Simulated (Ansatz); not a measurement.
Calculated with Ansatz (gas phase, PBE0-D4/def2-TZVP geometries, no zero-point term in ΔE). CCSD(T)/CBS adds triple-zeta CCSD(T) − MP2 to the extrapolated MP2 energy (def2 sets, frozen cores). Functionals use def2-TZVPP. B3LYP here is the variant with VWN-RPA as its local correlation; programs differ in this. def2 core potentials past Kr. For In, Zn outer-core shells are correlated without core-valence functions, which leaves a few kJ/mol of doubt a bond. Scalar relativity is left out up to krypton. One conformer a species, not always the lowest.

Reaction (cleavage of the In–Zn bond): `[OH][InH][ZnH]` + CH₃NH₂ → `C[NH][InH][OH]` + `[ZnH2]`

| level | ΔE (eV) |
| --- | --- |
| B3LYP-D4 | 0.71 |
| HF/def2-TZVPP | 0.82 |
| MP2/def2-TZVPP | 0.58 |
| HF/CBS(def2) | 0.81 |

Q: What does CCSD(T)/CBS give? (Estimate.)

A: The calculation gave: +0.65 eV. The listed levels differ from it by 0.06, 0.17, -0.07, 0.16 eV.

Largest T1 diagnostic among the species: 0.017.

The D4 term adds −0.07 eV with B3LYP and −0.04 eV with PBE0; it sums over pairs of atoms, weighted by their polarisabilities, and B3LYP, whose exchange is more repulsive, gets the larger term. In def2-TZVPP, CCSD(T) changes the Hartree–Fock value by −0.22 eV (the triples alone add −0.04 eV) and MP2 by −0.24 eV.
